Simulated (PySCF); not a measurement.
A calculated (MN15, PySCF 2.14, aug-cc-pVDZ, no relativity, point nucleus) atom or ion has these occupied shells.

| shell | electrons | orbital energy (eV) | rms radius, mean of both spins (bohr) |
| --- | --- | --- | --- |
| 1s | 2 | -312.97 | 0.314 |
| 2s | 2 | -42.891 | 1.49 |

(1) Name the element and its charge.

## Answers

(1) C²⁺ (carbon, charge +2), in [He] 2s2, closed-shell 1S.
